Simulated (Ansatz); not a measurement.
Mulliken charges of CH₄AlClGaN, SMILES `[CH3][Ga]1[NH][Al]1[Cl]` from ωB97M-V/def2-TZVPP in Ansatz (PBE0-D4/def2-TZVP geometry).

```csv
atom,x (Å),y (Å),z (Å),charge (e)
C1,-1.079,-1.626,-0.529,-0.474
Ga2,-0.207,0.122,-0.381,0.302
N3,0.975,0.768,0.969,-0.347
Al4,0.907,2.173,-0.097,0.294
Cl5,1.765,4.088,-0.102,-0.212
H6,-0.492,-2.272,-1.185,0.115
H7,-1.144,-2.094,0.456,0.121
H8,-2.081,-1.532,-0.950,0.119
H9,1.356,0.373,1.819,0.082
```

Problem. By hand: the dipole of these point charges (1 e Å = 4.8032 D).

Solution. Σ q r = (-0.328, -0.353, -0.252) e Å, of length 0.544 e Å = 2.61 D.

Problem. How does the dipole of the full density compare? (An estimate is asked.)

Solution. Ansatz gave: (-0.201, -0.478, 0.018) e Å, 2.49 D; the point charges give 1.05 times that, at 35° from its direction.

Point charges leave out the atoms' own dipoles, such as those of lone pairs, and Mulliken's split depends on the basis, so the two needn't agree.
